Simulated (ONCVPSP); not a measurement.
**Which change was made? (La, ONCV)**

```
Element                 : lanthanum (La)
Generator               : ONCVPSP 4.0.1
Type                    : optimised norm-conserving Vanderbilt (ONCV)
Functional              : PBEsol
Relativity              : fully relativistic
Frozen core             : [Xe]
Valence charge          : 3
Reference configuration : 5d1 6s2
Partial waves           : 6s: rc 3.35 bohr, ncon 3, nbas 6, qcut 1.5 1/bohr, 2 projectors, debl 0.6 Ha; p scattering state at 0.03 Ha: rc 3.90 bohr, ncon 3, nbas 7, qcut 1.9 1/bohr, 1 projector; 5d: rc 3.55 bohr, ncon 4, nbas 9, qcut 3.5 1/bohr, 2 projectors, debl 1.8 Ha; f scattering state at 0.28 Ha: rc 3.80 bohr, ncon 3, nbas 7, qcut 3.4 1/bohr, 2 projectors, debl 0.7 Ha
Local potential         : polynomial inside 2.30 bohr (lpopt 2, dvloc0 2 Ha)
Core correction         : Teter function, fcfact 5, rcfact 1.6
```

Open shells are filled in proportion to 2j + 1.

In the p channel the program set the typed energies aside and used 0.050 Ha (j = l + 1/2; the other j can differ). In the f channel the program set the typed energies aside and used -0.157, 0.543 Ha (j = l + 1/2; the other j can differ).

Cutoffs, loose and tight: the cutoffs (Ha) at which the residual kinetic energy of the hardest occupied pseudo-wave falls to 1 and 0.1 mHa per electron. They do not see the model core or the augmentation charge, which bear on the density cutoff. Test errors are all-electron minus pseudo excitation energies from the reference, over the configurations 5d1 6s1; 5d1 6s0; 5d1 6s1.5; 5d1 6s1 6p1; variants that change the core or the reference have their own tests. The largest error is taken over the tests solved by every variant that gives reliable tests at all, those not shown here included: 5d1 6s0; 5d1 6s1; 5d1 6s1.5.

The base gives: outcome: generated, projector energies reset by the program; cutoff, loose: 4.8 Ha; cutoff, tight: 6.0 Ha; bound ghosts: none; GHOST(+) flags above zero: s; largest test error (meV): -525.

**Question.** After one change the result is: outcome: generated, projector energies reset by the program; cutoff, loose: 5.1 Ha; cutoff, tight: 11 Ha; bound ghosts: s; GHOST(+) flags above zero: s, p3/2; largest test error (meV): -528. Which change was it?
A. all radii but the core radius scaled by about 0.78 (s 2.60, p 3.04, d 2.76, f 2.96 bohr); local potential polynomial inside 1.80 bohr (lpopt 2, dvloc0 2 Ha)
B. all radii but the core radius scaled by about 1.29 (s 4.32, p 5.02, d 4.58, f 4.90 bohr); local potential polynomial inside 2.96 bohr (lpopt 2, dvloc0 2 Ha)
C. all radii but the core radius scaled by about 0.88 (s 2.96, p 3.44, d 3.12, f 3.34 bohr); local potential polynomial inside 2.02 bohr (lpopt 2, dvloc0 2 Ha)

**Answer.** C. The others give: all radii but the core radius scaled by about 0.78 (s 2.60, p 3.04, d 2.76, f 2.96 bohr); local potential polynomial inside 1.80 bohr (lpopt 2, dvloc0 2 Ha) → outcome: generated, projector energies reset by the program; cutoff, loose: 15 Ha; cutoff, tight: 19 Ha; bound ghosts: s; GHOST(+) flags above zero: s, p1/2; largest test error (meV): -533 | all radii but the core radius scaled by about 1.29 (s 4.32, p 5.02, d 4.58, f 4.90 bohr); local potential polynomial inside 2.96 bohr (lpopt 2, dvloc0 2 Ha) → outcome: generated, projector energies reset by the program; cutoff, loose: 3.9 Ha; cutoff, tight: 4.7 Ha; bound ghosts: none; GHOST(+) flags above zero: none; largest test error (meV): -577.
